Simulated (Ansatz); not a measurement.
Born–Oppenheimer molecular dynamics of C₂H₈OSn (12 atoms, charge 0, multiplicity 1). It starts from a relaxed structure.

Method: RKS B3LYP-D4/def2-mTZVP (Ansatz).

```yaml
ensemble: NVE (velocity Verlet)
time_step: 0.5 fs
steps_asked: 100
starting_velocities_drawn_for: 200 K
masses: H 2.014 u
seed: 486632
```

Frames 1 fs apart, positions in Å.

Velocities at 25.0 fs (Å/ps):

```
Sn -0.18 -0.32 -0.42
H 0.92 -3.11 4.26
C 3.06 2.13 3.22
H 8.18 12.49 -1.38
H -10.75 1.52 4.50
H 2.77 2.27 -8.28
O -0.37 0.35 -0.29
H 16.80 -3.08 -4.97
C -3.25 -1.75 2.92
H 1.91 -2.84 -4.62
H 3.41 5.74 8.51
H -8.37 0.65 -7.28
```

```xyz
12
Properties=species:S:1:pos:R:3 time_fs=25.0 energy_less_start_eV=0.117 T=110
Sn 0.017 -0.171 0.001
H 0.073 -0.097 1.722
C 1.966 0.149 -0.763
H 2.648 -0.679 -0.606
H 2.020 0.307 -1.845
H 2.381 1.026 -0.304
O -0.885 1.469 -0.748
H -1.410 1.971 -0.140
C -1.067 -1.842 -0.762
H -1.994 -1.999 -0.248
H -1.348 -1.695 -1.784
H -0.508 -2.766 -0.653
12
Properties=species:S:1:pos:R:3 time_fs=26.0 energy_less_start_eV=0.138 T=94
Sn 0.017 -0.172 0.001
H 0.073 -0.101 1.727
C 1.969 0.151 -0.760
H 2.656 -0.668 -0.606
H 2.008 0.309 -1.841
H 2.384 1.029 -0.312
O -0.885 1.469 -0.748
H -1.394 1.969 -0.143
C -1.071 -1.844 -0.759
H -1.994 -2.002 -0.251
H -1.344 -1.689 -1.777
H -0.516 -2.765 -0.660
12
Properties=species:S:1:pos:R:3 time_fs=27.0 energy_less_start_eV=0.138 T=94
Sn 0.017 -0.172 0.000
H 0.073 -0.104 1.731
C 1.973 0.152 -0.758
H 2.665 -0.658 -0.605
H 1.994 0.311 -1.836
H 2.389 1.035 -0.317
O -0.884 1.469 -0.749
H -1.383 1.972 -0.141
C -1.074 -1.846 -0.756
H -1.996 -2.004 -0.251
H -1.340 -1.682 -1.775
H -0.522 -2.766 -0.669
12
Properties=species:S:1:pos:R:3 time_fs=28.0 energy_less_start_eV=0.110 T=115
Sn 0.017 -0.172 0.000
H 0.072 -0.107 1.735
C 1.977 0.154 -0.757
H 2.675 -0.650 -0.601
H 1.979 0.314 -1.832
H 2.394 1.044 -0.321
O -0.884 1.468 -0.751
H -1.377 1.978 -0.133
C -1.076 -1.848 -0.753
H -2.003 -2.006 -0.247
H -1.335 -1.674 -1.777
H -0.526 -2.769 -0.677
12
Properties=species:S:1:pos:R:3 time_fs=29.0 energy_less_start_eV=0.077 T=141
Sn 0.017 -0.172 -0.001
H 0.071 -0.110 1.739
C 1.981 0.155 -0.756
H 2.686 -0.644 -0.596
H 1.962 0.317 -1.828
H 2.400 1.054 -0.323
O -0.882 1.466 -0.753
H -1.374 1.988 -0.121
C -1.079 -1.850 -0.749
H -2.012 -2.007 -0.241
H -1.331 -1.666 -1.783
H -0.528 -2.773 -0.686
12
Properties=species:S:1:pos:R:3 time_fs=30.0 energy_less_start_eV=0.062 T=152
Sn 0.016 -0.173 -0.001
H 0.069 -0.113 1.742
C 1.985 0.157 -0.755
H 2.698 -0.640 -0.590
H 1.944 0.321 -1.826
H 2.405 1.066 -0.323
O -0.881 1.464 -0.755
H -1.373 1.999 -0.108
C -1.082 -1.852 -0.746
H -2.024 -2.008 -0.232
H -1.326 -1.657 -1.790
H -0.529 -2.778 -0.694
12
Properties=species:S:1:pos:R:3 time_fs=31.0 energy_less_start_eV=0.072 T=144
Sn 0.016 -0.173 -0.001
H 0.066 -0.115 1.744
C 1.990 0.158 -0.755
H 2.710 -0.638 -0.583
H 1.925 0.324 -1.825
H 2.410 1.078 -0.323
O -0.880 1.463 -0.757
H -1.370 2.009 -0.096
C -1.085 -1.854 -0.743
H -2.036 -2.009 -0.222
H -1.320 -1.649 -1.798
H -0.528 -2.785 -0.703
12
Properties=species:S:1:pos:R:3 time_fs=32.0 energy_less_start_eV=0.097 T=125
Sn 0.016 -0.173 -0.002
H 0.063 -0.118 1.746
C 1.995 0.160 -0.755
H 2.721 -0.637 -0.575
H 1.906 0.328 -1.825
H 2.414 1.088 -0.323
O -0.879 1.461 -0.759
H -1.365 2.016 -0.086
C -1.088 -1.856 -0.741
H -2.047 -2.008 -0.212
H -1.315 -1.641 -1.804
H -0.526 -2.792 -0.711
12
Properties=species:S:1:pos:R:3 time_fs=33.0 energy_less_start_eV=0.119 T=108
Sn 0.016 -0.173 -0.002
H 0.058 -0.120 1.746
C 2.000 0.162 -0.755
H 2.731 -0.636 -0.567
H 1.888 0.331 -1.826
H 2.416 1.097 -0.324
O -0.879 1.461 -0.760
H -1.357 2.019 -0.082
C -1.092 -1.858 -0.739
H -2.055 -2.007 -0.203
H -1.309 -1.633 -1.808
H -0.523 -2.798 -0.718
12
Properties=species:S:1:pos:R:3 time_fs=34.0 energy_less_start_eV=0.128 T=102
Sn 0.016 -0.173 -0.002
H 0.053 -0.122 1.745
C 2.006 0.165 -0.755
H 2.740 -0.634 -0.560
H 1.871 0.334 -1.827
H 2.416 1.103 -0.325
O -0.879 1.460 -0.760
H -1.345 2.018 -0.083
C -1.096 -1.861 -0.737
H -2.061 -2.005 -0.195
H -1.303 -1.627 -1.809
H -0.522 -2.803 -0.725
12
Properties=species:S:1:pos:R:3 time_fs=35.0 energy_less_start_eV=0.125 T=103
Sn 0.016 -0.173 -0.002
H 0.048 -0.124 1.744
C 2.012 0.167 -0.754
H 2.747 -0.632 -0.554
H 1.855 0.336 -1.828
H 2.414 1.107 -0.326
O -0.879 1.460 -0.760
H -1.331 2.013 -0.088
C -1.101 -1.863 -0.737
H -2.063 -2.002 -0.190
H -1.298 -1.622 -1.806
H -0.521 -2.806 -0.732
12
Properties=species:S:1:pos:R:3 time_fs=36.0 energy_less_start_eV=0.124 T=104
Sn 0.015 -0.173 -0.002
H 0.041 -0.125 1.741
C 2.019 0.170 -0.754
H 2.751 -0.628 -0.549
H 1.841 0.338 -1.828
H 2.411 1.109 -0.329
O -0.880 1.461 -0.759
H -1.315 2.006 -0.095
C -1.106 -1.866 -0.737
H -2.061 -1.998 -0.186
H -1.294 -1.618 -1.800
H -0.522 -2.807 -0.737
```

Of the whole run (50 fs, mean temperature of the second half 101 K): The conserved energy stayed within 0.083 meV per atom of its start (net change 0.067 meV per atom), so the integration is sound. A run of 0.05 ps of so small a system gives no equilibrium averages.

The run took 16 min on 2 threads of Intel(R) Xeon(R) Processor @ 2.50GHz (Skylake/Cascade Lake), on a shared host, peak memory 0.32 GiB.
